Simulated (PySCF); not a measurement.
Computed IR spectrum (relative IR intensity) of a molecule C2H9NSi3. Geometry optimised at PBE-D3(BJ)/def2-SVP. The values are those of a single conformer. Calculation: PBE-D3(BJ)/def2-SVP in PySCF 2.14.0. Frequencies are harmonic and unscaled.

Lines under 2 % of the strongest are left out, and lines within 2 cm⁻¹ are merged.

ν (cm⁻¹): 346 (w), 401 (vw), 471 (w), 605 (w), 730 (s), 762 (vs), 780 (s), 833 (m), 877 (s), 889 (m), 898 (w), 904 (s), 909 (m), 973 (m), 1003 (w), 1162 (w), 2152 (m), 2157 (w), 2165 (w), 2171 (m), 2174 (m), 2186 (m), 2188 (s), 2199 (m), 2265 (m) (against the strongest line: vs over 80 %, s over 45 %, m over 15 %, w over 4 %, vw less)

Pick the molecule that these values belong to.
A) N#CC[SiH]([SiH3])[SiH3]
B) C[SiH2][Si@H]1C=N[SiH2]1
C) N[Si@@H]([SiH3])C#C[SiH3]
D) N#C[C@H]([SiH3])[SiH2][SiH3]

D, N#C[C@H]([SiH3])[SiH2][SiH3]
